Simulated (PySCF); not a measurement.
## Correlation energy of Xe (xenon, neutral)

[Kr] 4d10 5s2 5p5 5d1, one real determinant (an excited configuration). All numbers are calculated (PySCF 2.14, scalar relativity through the core potential, in aug-cc-pwCVDZ-PP with ECP28MDF). Frozen: 4s2 4p6 4d10; 8 electrons correlated.

```tsv
level	correlation energy (mhartree)
CCSD	-103.60
(T)	-3.64
CCSD(T)	-107.24
```

Diagnostics: T1 = 0.0056, D1 = 0.0145, largest double amplitude 0.151.

**Question.** Is a single reference adequate?

**Answer.** Not fully. The real determinant used has ⟨L²⟩ near 8 against 12 for a pure F term, so it mixes terms. The outer electron is Rydberg-like, and this basis confines it to a smaller radius and binds it less than a complete one would. A double-excitation amplitude exceeds 0.15, a sign of near-degeneracy.

The reference is one real determinant that mixes LS terms of this configuration.
